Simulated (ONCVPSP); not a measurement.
## Si: from the effect back to the setting (ONCV)

Base potential:

Si, optimised norm-conserving Vanderbilt (ONCV), made with ONCVPSP 4.0.1 (PBE, scalar-relativistic). Core [He], reference 2s2 2p6 3s2 3p0.5 (charge +1.5). Waves: 2s+3s: rc 0.95 bohr, ncon 4, nbas 9, qcut 9.7 1/bohr, 2 projectors; 2p+3p: rc 0.85 bohr, ncon 5, nbas 8, qcut 17.4 1/bohr, 2 projectors; d scattering state at 0.29 Ha: rc 1.00 bohr, ncon 3, nbas 7, qcut 8.3 1/bohr, 2 projectors, debl 1.5 Ha. Local part: polynomial inside 0.60 bohr (lpopt 5, dvloc0 2 Ha). Core correction: none.

Cutoffs, loose and tight: the cutoffs (Ha) at which the residual kinetic energy of the hardest occupied pseudo-wave falls to 1 and 0.1 mHa per electron. They do not see the model core or the augmentation charge, which bear on the density cutoff. Test errors are all-electron minus pseudo excitation energies from the reference, over the configurations 2s2 2p6 3s2 3p2; 2s2 2p6 3s2 3p1; 2s2 2p6 3s2 3p0; 2s2 2p6 3s0 3p4; variants that change the core or the reference have their own tests.

Only the p radius is moved:

| p radius (bohr) | cutoff, loose | cutoff, tight | bound ghosts | largest test error (meV) |
| --- | --- | --- | --- | --- |
| 0.58 | 471 Ha | 578 Ha | none | +4.7 |
| 0.72 | 144 Ha | 322 Ha | none | +4.9 |
| 0.8 | 130 Ha | 148 Ha | none | +5.2 |
| 0.94 | 113 Ha | 128 Ha | none | +5.6 |
| 1.02 | 103 Ha | 118 Ha | none | +5.9 |
| 1.24 | 85 Ha | 98 Ha | none | +6.1 |

Question: One more run gave cutoff, loose: 91 Ha; cutoff, tight: 105 Ha; bound ghosts: none; largest test error (meV): +6.0. Which value of the p radius was used?

Answer: 1.14 bohr. The loose cutoff moves one way along this sweep, from 471 Ha at 0.58 to 85 Ha at 1.24 bohr, which places the run between 1.02 and 1.24 bohr.
